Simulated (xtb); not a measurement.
C$_{2}$H$_{2}$F (SMILES C=[C]F), doublet, at a GFN2-xTB geometry, atoms displaced at random by about 0.1 Å a coordinate. Base run: GFN2-xTB (xtb).

The xtb input:
```
$ xtb mol.xyz --gfn 2 --uhf 1 --opt --json

# file mol.xyz
5

C      0.00175626     0.24847290     0.02760991
C      1.23758495    -0.11133255    -0.09035518
F     -1.23304066    -0.30860827    -0.10620009
H      1.35217984    -1.30742081    -0.17188675
H      2.05008140     0.48818289    -0.11225352
```

The base run was repeated with changes; each row names its change, and settings that it needs were set with it.

| change | ΔE vs base (kJ/mol) | optimiser steps |
|---|---|---|
| base | 0.00 | 8 |
| opt level = loose | 0.02 | 6 |
| opt level = tight | 0.00 | 8 |
| engine = inertial | 0.01 | - |
| alpb = cs2 | -8.13 | 8 |
| opt level = extreme | 0.00 | 10 |
| opt level = crude | 0.29 | 4 |
| opt level = lax | 0.00 | 7 |
| engine = lbfgs | 0.00 | - |
| opt level = sloppy | 0.02 | 6 |
